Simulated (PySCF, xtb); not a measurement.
FH6NSi2, SMILES N[SiH2][SiH2]F.

GFN2-xTB (xtb 6.7.1) at its own geometry gives an orbital gap of 4.26 eV and a dipole moment of 1.36 D.

Geometry: PBE-D3(BJ)/def2-SVP. This is a generated structure with no PubChem entry under its InChIKey; it may be hypothetical. One conformer was computed; it need not be the lowest.

### Question
What does M06-2X/def2-TZVP run with PySCF give? (An estimate is asked for; the answer gives what the named calculation found.)

### Answer
gap 8.50 eV (levels -8.41 and 0.10 eV), dipole 1.26 D.
